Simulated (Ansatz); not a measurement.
Reactions of `CO[SiH](C)C#N`.

Calculated with Ansatz (gas phase, PBE0-D4/def2-TZVP geometries, no zero-point term in ΔE). CBS: MP2 limit from def2 TZ/QZ plus the TZ coupled-cluster correction, frozen cores. This one scheme is used for every species, atoms too. For atomizations the MP2-based limit and the directly extrapolated one differ by several kJ/mol either way, and by 10 to 25 for some Ge, Se and Sn compounds, so smaller differences from it don't rank the levels. Functionals use def2-TZVPP. Open shells (•) are unrestricted, without spin–orbit coupling. Spin–orbit coupling would lower the free atoms: a little for C, O, Si. For Se outer-core shells are correlated without core-valence functions, so the limit isn't a true one: a few kJ/mol of doubt a bond, and 10 to 20 or more in all where bonds break to atoms. Scalar relativity is left out up to krypton. One conformer a species, not always the lowest.

```csv
reaction,CCSD(T)/CBS(def2) (kcal/mol)
`CO[SiH](C)C#N` + H₂O → `CO[SiH](C)O` + `C#N`,-13.4
`CO[SiH](C)C#N` + CH₃OH → `CO[SiH](C#N)OC` + CH₄,-24.2
`CO[SiH](C)C#N` → `C[O]`• + `C[SiH]C#N`•,?
`CO[SiH](C)C#N` → `CC#N` + `CO[SiH]`,59.1
`CO[SiH](C)C#N` → 3 C• + 7 H• + N• + O• + Si•,1261.5
`CO[SiH](C)C#N` + H₂ → `CO[SiH2]C#N` + CH₄,-2.7
`CO[SiH](C)C#N` + H₂Se → `CO[SiH](C)[SeH]` + `C#N`,?
`CO[SiH](C)C#N` + H₂ → `C[SiH2]C#N` + CH₃OH,?
`CO[SiH](C)C#N` + H–F → `C[SiH](F)C#N` + CH₃OH,-7.0
`CO[SiH](C)C#N` → `C[SiH2]C#N` + `C=O`,50.2
```

**Question.** Fill in the missing values. (An estimate is asked.)

**Answer.** Computed: `CO[SiH](C)C#N` → `C[O]`• + `C[SiH]C#N`•: +122.6 kcal/mol; `CO[SiH](C)C#N` + H₂Se → `CO[SiH](C)[SeH]` + `C#N`: -5.5 kcal/mol; `CO[SiH](C)C#N` + H₂ → `C[SiH2]C#N` + CH₃OH: +20.3 kcal/mol.

Largest T1 diagnostic: 0.022, for `C[SiH]C#N`•.
